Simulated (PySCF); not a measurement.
ClCs, singlet, at a GFN2-xTB geometry (such geometries of metal compounds can be far from the true shape) (core potentials on Cs); DF-HF/def2-QZVPP (PySCF).

PySCF was given this input:
```python
from pyscf import gto, scf

mol = gto.M(
    atom='''
Cs   -0.00000000   -0.00000000   -0.68024263
Cl    0.00000000    0.00000000    2.20078499
''',
    basis='def2-qzvpp',
    ecp={'Cs': 'def2-qzvpp'},
    verbose=4,
)

mf = scf.RHF(mol)
mf = mf.density_fit(auxbasis='def2-universal-jkfit')
mf.kernel()
mf.analyze()
```

Output, abridged:

```
PySCF version 2.14.0

[INPUT] verbose = 4
[INPUT] num. atoms = 2
[INPUT] num. electrons = 26
[INPUT] charge = 0
[INPUT] spin (= nelec alpha-beta = 2S) = 0
[INPUT] symmetry False subgroup None
[INPUT] Mole.unit = angstrom
[INPUT] Symbol           X                Y                Z      unit          X                Y                Z       unit  Magmom
[INPUT]  1 Cs     0.000000000000   0.000000000000  -0.680242630000 AA    0.000000000000   0.000000000000  -1.285472268954 Bohr   0.0
[INPUT]  2 Cl     0.000000000000   0.000000000000   2.200784990000 AA    0.000000000000   0.000000000000   4.158880890154 Bohr   0.0

nuclear repulsion = 28.1025120025611
number of shells = 40
number of NR pGTOs = 180
number of NR cGTOs = 132
basis = def2-qzvpp
ecp = {'Cs': 'def2-qzvpp'}

******** <class 'pyscf.df.df_jk.DFRHF'> ********
method = DFRHF
initial guess = minao
damping factor = 0
level_shift factor = 0
DIIS = <class 'pyscf.scf.diis.CDIIS'>
diis_start_cycle = 1
diis_space = 8
diis_damp = 0
SCF conv_tol = 1e-09
SCF conv_tol_grad = None
SCF max_cycles = 50
direct_scf = False
Set gradient conv threshold to 3.16228e-05
Initial guess from minao.
******** <class 'pyscf.df.df.DF'> ********
auxbasis = def2-universal-jkfit
init E= -475.231202500534
  HOMO = -0.533973244706296  LUMO = -0.133409651113157  gap/eV = 10.89989
cycle= 1 E= -479.421224404088  delta_E= -4.19  |g|= 0.491  |ddm|= 3.07
  HOMO = -0.247375138707087  LUMO = -0.0119495392266145  gap/eV = 6.40626
cycle= 2 E= -479.461299783099  delta_E= -0.0401  |g|= 0.172  |ddm|= 0.504
  HOMO = -0.340226965804962  LUMO = -0.0077889221091505  gap/eV = 9.04610
cycle= 3 E= -479.466792185544  delta_E= -0.00549  |g|= 0.0322  |ddm|= 0.149
  HOMO = -0.336018097078164  LUMO = -0.00765767220104702  gap/eV = 8.93514
cycle= 4 E= -479.46694579188  delta_E= -0.000154  |g|= 0.00293  |ddm|= 0.0276
  HOMO = -0.336023979859797  LUMO = -0.00754882472575292  gap/eV = 8.93826
cycle= 5 E= -479.466951538172  delta_E= -5.75e-06  |g|= 0.000822  |ddm|= 0.00873
  HOMO = -0.336244141759451  LUMO = -0.00749441745033301  gap/eV = 8.94574
cycle= 6 E= -479.466952103745  delta_E= -5.66e-07  |g|= 0.000167  |ddm|= 0.00293
  HOMO = -0.336204260396475  LUMO = -0.007497513922044  gap/eV = 8.94457
cycle= 7 E= -479.466952123274  delta_E= -1.95e-08  |g|= 5.75e-05  |ddm|= 0.000397
  HOMO = -0.336192966169732  LUMO = -0.00749862470238385  gap/eV = 8.94423
cycle= 8 E= -479.466952125452  delta_E= -2.18e-09  |g|= 9.55e-06  |ddm|= 0.000193
  HOMO = -0.336193510960307  LUMO = -0.00749874647817395  gap/eV = 8.94424
cycle= 9 E= -479.466952125529  delta_E= -7.65e-11  |g|= 2.22e-06  |ddm|= 5.36e-05
  HOMO = -0.336193672848101  LUMO = -0.00749887645531684  gap/eV = 8.94424
Extra cycle  E= -479.466952125532  delta_E= -2.61e-12  |g|= 8.31e-07  |ddm|= 6.43e-06
converged SCF energy = -479.466952125532
**** SCF Summaries ****
Total Energy =                        -479.466952125531520
Nuclear Repulsion Energy =              28.102512002561085
One-electron Energy =                 -727.234850295939054
Two-electron Energy =                  219.665386167846435
Two-electron Coulomb Energy =          250.213602261422380
DFT Exchange-Correlation Energy =      -30.548216093575945
HOMO-LUMO gap [eV] =                     8.944240987409360
**** MO energy ****
MO #1   energy= -104.682256398784  occ= 2
MO #2   energy= -10.4084437246117  occ= 2
MO #3   energy= -7.87486517584586  occ= 2
MO #4   energy= -7.87465808609543  occ= 2
MO #5   energy= -7.8746580860954   occ= 2
MO #6   energy= -1.3011474881348   occ= 2
MO #7   energy= -0.928559323549592 occ= 2
MO #8   energy= -0.668377547250287 occ= 2
MO #9   energy= -0.668377547250181 occ= 2
MO #10  energy= -0.661890834702367 occ= 2
MO #11  energy= -0.336419396098786 occ= 2
MO #12  energy= -0.336193672848186 occ= 2
MO #13  energy= -0.336193672848101 occ= 2
MO #14  energy= -0.00749887645531684 occ= 0
MO #15  energy= 0.0115762910433813 occ= 0
MO #16  energy= 0.0115762910434408 occ= 0
MO #17  energy= 0.0207514629790967 occ= 0
MO #18  energy= 0.0317799129946166 occ= 0
MO #19  energy= 0.0317799129947514 occ= 0
MO #20  energy= 0.0323560828327484 occ= 0
MO #21  energy= 0.0450067669239015 occ= 0
Dipole moment(X, Y, Z, Debye):  0.00000, -0.00000, -10.54741
```
